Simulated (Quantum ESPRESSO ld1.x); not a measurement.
Q: Coherent X-ray form factor from a spherical all-electron density. Method: scalar-relativistic Kohn-Sham, revPBE, spin-unpolarised, spherical densities, point nucleus; computed with ld1.x of Quantum ESPRESSO 7.5.

sin(theta)/lambda (1/angstrom),f0 (electrons)
0.05,68.101
0.1,65.784
0.15,62.712
0.2,59.303
0.25,55.780
0.3,52.300
0.4,45.894
0.5,40.463
0.6,35.904
0.8,28.697
1,23.471
1.25,19.166
1.5,16.502
2,13.008

The species is in the configuration that NIST lists as its ground one. Which atom or ion scatters so?

A: The ytterbium ion Yb+, [Xe] 4f14 6s1. Extrapolating in s^2 from the first two rows gives f0(0) = 68.9, near the electron count 69; among species with that count, the fall with angle is slower the higher Z, and the table is that of Z = 70; from so few rows the species is fixed only to a neighbour or two.
